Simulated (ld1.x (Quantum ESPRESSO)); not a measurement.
# What one change does to a pseudopotential (hydrogen, RRKJ)

ld1.x (Quantum ESPRESSO) 7.5 input, shortened:

```
&input
   title='H', zed=1., rel=0, dft='PBE', iswitch=3,
   config='1s1 2p-2'
 /
 &inputp
   pseudotype=2, tm=.false., lloc=-1, rcloc=0.95,
   nlcc=.false.
 /
2
1S  1  0   1.00   0.00  1.25  1.25  0.0
2P  2  1  -2.00   0.10  1.00  1.00  0.0
 &test
   configts(1)='1s1'
 /
```

Change: all radii scaled by about 1.40 (s 1.74, p 1.40 bohr); local potential all-electron potential smoothed inside 1.32 bohr (lloc = -1).

Cutoffs: the cutoffs (Ry, on a coarse ladder) from which the occupation-weighted sum of valence levels, in a spherical-Bessel basis at the reference potential, stays within 10 and 1 mRy of its value at 400 Ry; they do not see the model core or the augmentation charge, which bear on the density cutoff. Errors are all-electron minus pseudo energies relative to the spin-unpolarised reference configuration.

**Question.** What does the change do?

**Answer.** The potential gets softer (21 Ry and 35 Ry → 15 Ry and 25 Ry); neither file shows a bound ghost. A larger radius leaves more room for a smooth pseudo-wave, so fewer plane waves are needed.

```
                         quantity   base  changed
                    cutoff, loose  21 Ry    15 Ry
                    cutoff, tight  35 Ry    25 Ry
                     bound ghosts   none     none
error for 1s0.5, meV [ΔE 4.76 eV]   +1.7     +6.9
```
